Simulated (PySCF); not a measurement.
# Assigning NMR signals

Geometry (Å), atoms numbered from 1 in this order:
```xyz
17

C     3.659    0.838    0.483
C     2.507    0.515    0.370
C     1.170    0.118    0.262
C     0.091    0.882    0.026
F     0.054    2.208   -0.142
N    -1.087    0.185   -0.119
C    -2.368    0.775    0.164
C    -0.833   -1.179    0.324
C     0.700   -1.321    0.338
H     4.662    1.130    0.575
H    -2.604    0.754    1.237
H    -3.138    0.221   -0.373
H    -2.371    1.808   -0.178
H    -1.255   -1.332    1.328
H    -1.315   -1.882   -0.360
H     1.063   -1.825    1.234
H     1.056   -1.880   -0.530
```

A single conformation, isolated molecule, non-relativistic Hamiltonian, fast rotation and ring inversion assumed for equivalent nuclei. GFN2-xTB structure; PBE0/pcSseg-1 with gauge-including orbitals; PySCF.

References, each an isolated molecule treated in the same way: 13C and 1H against TMS.

(1) Assign these signals to the numbered atoms. 13C{1H} NMR (computed): δ 175.1, 89.1, 81.2, 70.5, 52.0, 35.2, 31.0.

(2) Assign these signals to the numbered atoms. 1H NMR (500 MHz, computed): δ 3.18 (m, 2H), 2.79 (s, 1H), 2.74 (m, 2H), 2.66 (s, 3H).

## Answers

(1) 
175.1 → C4, alkene carbon bearing nitrogen: an sp2 carbon further deshielded by the attached heteroatom
89.1 → C1, terminal alkyne carbon: the triple bond shields along its axis, which puts it between sp3 and sp2 carbons
81.2 → C2, alkyne carbon: the triple bond shields along its axis, which puts it between sp3 and sp2 carbons
70.5 → C3, β carbon of an enol-ether or enamine type C=C: the O or N lone pair pushes π density onto this β carbon and shields it
52.0 → C8, sp3 CH2 bonded to N: the inductive effect lowers its shielding
35.2 → C7, methyl carbon bonded to N: deshielded by the electronegative neighbour
31.0 → C9, allylic sp3 CH2: aliphatic region, no heteroatom directly attached

(2) 
| δ (ppm) | atoms | environment | reason |
| --- | --- | --- | --- |
| 3.18 | H14/H15 | hydrogen on an sp3 CH2 bonded to N | its carbon carries N, hence the downfield position |
| 2.79 | H10 | hydrogen on a terminal alkyne carbon | it lies on the axis of the triple bond, in its shielding cone |
| 2.74 | H16/H17 | hydrogen on an allylic sp3 CH2 | allylic position |
| 2.66 | H11/H12/H13 | hydrogen on a methyl carbon bonded to N | its carbon carries N, which withdraws density |

H10 and H16/H17; H16/H17 and H11/H12/H13 lie closer than the usual error of such a calculation, so a measured spectrum could show them in the other order.

Splittings by 19F in the carbon and heteronuclear signals aren't shown, as no couplings were computed. Shifts are as computed. Against solution values, carbons near 30 ppm lie about +3 ppm off and those near 130 ppm about +5 ppm. Of 1211 compounds with measured shifts, 218 miss one by over three times the rms of a fit or turn the order of signals round; such compounds aren't used in these exercises. Multiplicities follow the n + 1 count of equivalent neighbours, as no J values were calculated; m marks all less simple cases, F and P coupling included.
